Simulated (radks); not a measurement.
The tin ion Sn6+, configuration [Kr] 4d(3/2: 3, 5/2: 5). Method: Dirac Kohn-Sham, BLYP, spin-unpolarised, spherical densities, finite nucleus; Fermi nuclear charge, rms radius 4.6519 fm; computed with a radial shooting solver on a logarithmic mesh with Libxc functionals.

X-ray form factor f0, the Fourier transform of the density (f0(0) = 44):

sin(theta)/lambda (1/angstrom),f0 (electrons)
0.05,43.664
0.1,42.686
0.15,41.158
0.2,39.211
0.25,36.995
0.3,34.659
0.4,30.106
0.5,26.209
0.6,23.159
0.8,19.079
1,16.356
1.25,13.478
1.5,10.919
2,7.376
